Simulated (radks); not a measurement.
Results of a calculation; reference values are marked as such.
Ionisation of the zirconium ion Zr+, [Kr] 4d2 5s1, to [Kr] 4d2 as the strength of local exchange is varied. Code: a radial shooting solver on a logarithmic mesh with Libxc functionals. Model: Dirac Kohn-Sham, Slater X-alpha exchange (alpha = 2/3 is LDA exchange), no correlation, spin-unpolarised, spherical densities, point nucleus; open shells are shared between the two j in proportion to 2j + 1.

alpha  E(Zr+) (hartree)  exchange (hartree)  IE (eV)  -e of the level emptied (eV)  <r> of it (bohr)
0.574       -3576.39117           -91.11731   11.772                 8.766 (5s1/2)             3.524
0.579       -3577.18496           -91.93047   11.800                 8.793 (5s1/2)             3.521
0.654       -3589.11195          -104.16807   12.226                 9.208 (5s1/2)             3.463
0.667       -3591.18313          -106.29691   12.301                 9.281 (5s1/2)             3.453
0.694       -3595.48845          -110.72556   12.457                 9.434 (5s1/2)             3.433
0.775       -3608.43376          -124.06995   12.930                 9.901 (5s1/2)             3.373
0.782       -3609.55456          -125.22728   12.972                 9.942 (5s1/2)             3.368

NIST Atomic Spectra Database: 13.130 eV (measured). The central value is not met in this range of alpha. Spin polarisation and multiplet splitting are left out, so open shells lie too high by an amount that depends on their filling. Sharing an open shell by 2j + 1 raises it above the true ground level by a part of the spin-orbit splitting, which enters the differences from NIST.

Beside tabulated values, note that spin-unpolarised runs miss the spin-polarisation part of the exchange energy of open shells.
